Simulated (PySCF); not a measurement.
Species: CH8B2N2.
SMILES with atom numbers: `[BH2:1][NH:2][BH:3][NH:4][CH3:5]` (hydrogens: H6, H7 on B1; H8 on N2; H9 on B3; H10 on N4; H11, H12, H13 on C5)

The calculation used core-valence-separated Tamm–Dancoff BHandHLYP/aug-pcX-1 (pcseg-1 on H) in PySCF, non-relativistic, gas phase, PBE0-D3(BJ)/def2-SVP geometry.

Computed boron K-edge spectrum, Gaussian lines of 0.3 eV full width, highest printed point 100; it ends one width below the last computed root. The energies are unshifted.

photon energy (eV), absorption and a bar:
```
    186.2          3 #
    186.3         17 #####
    186.4         56 #################
    186.5        100 ##############################
    186.6         96 #############################
    186.7         50 ###############
    186.8         14 ####
    186.9          2 #
    187.0          0 
    187.1          0 
    187.2          0 
    187.3          0 
    187.4          0 
    187.5          3 #
    187.6         18 #####
    187.7         57 #################
    187.8         96 #############################
    187.9         88 ##########################
    188.0         43 #############
    188.1         11 ###
    188.2          2 
    188.3          0 
    188.4          0 
    188.5          0 
    188.6          0 
    188.7          0 
    188.8          0 
    188.9          0 
    189.0          0 
    189.1          0 
    189.2          0 
    189.3          0 
    189.4          0 
    189.5          0 
    189.6          0 
    189.7          0 
    189.8          0 
    189.9          0 
    190.0          0 
    190.1          0 
    190.2          0 
    190.3          1 
    190.4          4 #
    190.5         12 ####
    190.6         25 #######
    190.7         34 ##########
    190.8         32 ##########
    190.9         23 #######
    191.0         12 ####
    191.1          5 ##
    191.2          4 #
    191.3          7 ##
    191.4         12 ####
    191.5         12 ###
    191.6          6 ##
    191.7          3 #
```

Task: Assign the maxima to core holes.

Result: 4 maxima:
- 186.5 eV: B1 (three-coordinate boron), 186.54 eV, f = 0.080, 100 % of the height at the exact maximum
- 187.8 eV: B3 (three-coordinate boron), 187.84 eV, f = 0.075, 100 % of the height at the exact maximum
- 190.7 eV: B3 (three-coordinate boron), 190.71 eV, f = 0.013, 48 % of the height at the exact maximum; B1 (three-coordinate boron), 190.85 eV, f = 0.012, 30 % of the height at the exact maximum; B1 (three-coordinate boron), 190.62 eV, f = 0.009, 21 % of the height at the exact maximum
- 191.4 eV: B1 (three-coordinate boron), 191.45 eV, f = 0.005, 50 % of the height at the exact maximum; B1 (three-coordinate boron), 191.40 eV, f = 0.003, 30 % of the height at the exact maximum; B3 (three-coordinate boron), 191.49 eV, f = 0.002, 20 % of the height at the exact maximum

Roots within 0.03 eV on the same or equivalent atoms count as one line; shares under 12 % aren't listed.

Vibrational structure and lifetime widths aren't in the curve. The ionisation threshold wasn't computed; near and above it a finite basis only mimics Rydberg series and continuum.

The run took 13 s of wall time on one thread of an Arm Neoverse V1, shared host, and the process peaked at 0.81 GiB of memory.

Conformer computed: `[BH2:1][NH:2][BH:3][NH:4][CH3:5]`: B1–N2–B3–N4 1°, N2–B3–N4–C5 180°.

One conformer stands for the species.
